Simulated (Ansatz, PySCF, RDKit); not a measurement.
Tautomers of NC=S. All species are isolated molecules in the gas phase. One relaxed conformer stands for each flexible species; it need not be the lowest. Strings in code marks are SMILES.

Quantity: electronic energy of isomers of CH3NS relative to `NC=S` (H–N–C–S torsion 0°), in kJ/mol. Force-field values (RDKit) are differences of steric energies, which aren't made for comparing isomers with other bonds.

Level 1: frozen-core CCSD(T)/cc-pVTZ // PBE-D3(BJ)/def2-TZVP (Ansatz, a program for electronic structure)
Level 2: PBE-D3(BJ)/def2-TZVP (PySCF)
Level 3: BP86/6-31G* // PBE-D3(BJ)/def2-TZVP (PySCF)
Level 4: UFF, relaxed from the DFT geometry (RDKit)

| species | level 1 | level 2 | level 3 | level 4 |
|---|---|---|---|---|
| `[H]/N=C\S` (N–C–S–H torsion 180°) | 44.9 | 51.4 | 62.0 | 0.14 |
